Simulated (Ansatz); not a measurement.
Method: frozen-core CCSD(T)/cc-pVTZ // B3LYP-D3(BJ)/def2-TZVP run with Ansatz (a program for electronic structure).

Ansatz 0.2 input:
```yaml
crystal:
  periodic: [false, false, false]
  atoms:
    - { symbol: N, position_ang: [-0.420446, -1.467431, 0.770411] }
    - { symbol: Si, position_ang: [-0.077131, 0.134352, 0.315331] }
    - { symbol: O, position_ang: [0.655814, 0.391883, -1.134751] }
    - { symbol: O, position_ang: [0.980958, 0.786048, 1.39509] }
    - { symbol: O, position_ang: [-1.554185, 0.841268, 0.248075] }
    - { symbol: H, position_ang: [0.311557, -2.138208, 0.935351] }
    - { symbol: H, position_ang: [-1.27263, -1.907188, 0.463243] }
    - { symbol: H, position_ang: [1.581593, 0.645165, -1.103555] }
    - { symbol: H, position_ang: [0.776818, 0.657221, 2.324725] }
    - { symbol: H, position_ang: [-1.636964, 1.584744, -0.354046] }
basis:
  gaussian: { orbitals: cc-pVTZ }
correlation:
  method: ccsd_t
```

Output:

```
Functional definition: HF
1317 factors; integrals over basis functions are off by at most 1.1e-3 eV
mean field evaluation 1: about -15537.5405 eV, gradient 6.0e1 eV
mean field evaluation 2: about -15537.7621 eV, gradient 6.0e1 eV
mean field evaluation 4: about -15543.7250 eV, gradient 3.2e0 eV
mean field evaluation 8: about -15543.7698 eV, gradient 2.6e-1 eV
mean field evaluation 16: about -15537.5408 eV, gradient 6.0e1 eV
mean field -15543.77000027 eV, -571.2230115644 hartree, gradient 2.7e-6 eV, S^2 0.000000; 0 other end points of the search recorded, 0 dependent functions left out
9 core orbitals not correlated
reference -15543.77000027 eV, -571.2230115644 hartree; 16, 16 occupied and 199, 199 virtual orbitals, 1317 factors
second order -28.69917724 eV of doubles, -0.00000000 eV of singles
cycle   1  -28.48594135 eV  change    2.1e-1 eV  update   9.5e-2
cycle   2  -29.04234226 eV  change   -5.6e-1 eV  update   2.6e-2
cycle   3  -29.16163635 eV  change   -1.2e-1 eV  update   1.2e-2
cycle   4  -29.14498485 eV  change    1.7e-2 eV  update   2.5e-3
cycle   5  -29.14493596 eV  change    4.9e-5 eV  update   1.1e-3
cycle   6  -29.14552042 eV  change   -5.8e-4 eV  update   2.9e-4
cycle   7  -29.14531282 eV  change    2.1e-4 eV  update   1.1e-4
cycle   8  -29.14525647 eV  change    5.6e-5 eV  update   3.0e-5
cycle   9  -29.14525887 eV  change   -2.4e-6 eV  update   1.0e-5
perturbative correction -1.02737167 eV, -0.0377552126 hartree
Total energy: -15573.94263082 eV, -572.3318352852 hartree
```

Cost: about 4 core-minutes (a rough figure).
